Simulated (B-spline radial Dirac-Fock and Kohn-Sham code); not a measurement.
# Satellites and hypersatellites of the K lines of Lu³⁺

System: Lu³⁺ in the configuration [Xe] 4f14, inside a Watson sphere of charge -3 and radius 3 Å (a model of the Madelung potential; inside it an electron's potential energy is raised by 14.4 eV).

Calculated with a radial finite-basis atomic code, using relaxed Dirac-Fock hole states (ΔSCF) with Breit and QED corrections and a finite nucleus. Each two-hole energy is an average over J within one jj subconfiguration, not an observable level; in light atoms, where LS coupling holds, the j-resolved values are not observed lines, and for a K spectator the Kα1 hypersatellite is nearly forbidden. The model has no electron correlation.

Lines without a spectator: Kα2 (K-L2) 52960.1 eV, Kα1 (K-L3) 54065.0 eV, Kβ3 (K-M2) 61042.8 eV, Kβ1 (K-M3) 61281.7 eV. Shifts in eV with one spectator hole (a dash: not computed, or left out as unreliable):

```csv
spectator hole,Kα2,Kα1,Kβ3,Kβ1
K (1s),+922.9,+986.5,+1193.1,+1207.7
L2 (2p1/2),+115.9,+154.6,–,+298.7
L3 (2p3/2),+91.0,+98.5,+230.6,–
M2 (3p1/2),–,+24.06,+47.4,+56.1
M3 (3p3/2),+13.79,–,+41.4,+41.7
M4 (3d3/2),+4.73,+1.34,–,–
M5 (3d5/2),-0.43,+3.36,–,–
```
